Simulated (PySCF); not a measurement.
**Working out the ionisation energy of C⁺**

C⁺ [He] 2s2 2p1 (2P) → C²⁺ [He] 2s2 (1S). Calculation: PySCF 2.14, in jorge-DZP-DKH; the spin-free X2C one-electron Hamiltonian (Gaussian nucleus). Frozen: 1s2. Energies in hartree (1 hartree = 27.21139 eV):

```
            part  C⁺ (lower)  C²⁺ (upper)
             UHF  -37.306413   -36.418656
CCSD correlation   -0.067686    -0.072152
             (T)   -0.000630     0.000000
```

Q: What does Hartree-Fock give?

A: (-36.418656) − (-37.306413) = 0.887757 hartree = 24.157 eV.

Q: What do CCSD and CCSD(T) give?

A: The CCSD correlation energies differ by -0.004466 hartree = -0.122 eV and the triples by 0.000630 hartree = 0.017 eV, so CCSD gives 24.035 eV and CCSD(T) 24.052 eV.

Measured between the centres of the two terms (NIST): 24.378 eV, so CCSD(T) (valence) is off by -0.326 eV.

A double-zeta basis recovers only part of the correlation energy.

The coupled-cluster amplitudes are large, so a single reference is strained.

What remains against the reference includes basis incompleteness, the frozen core and higher excitations.
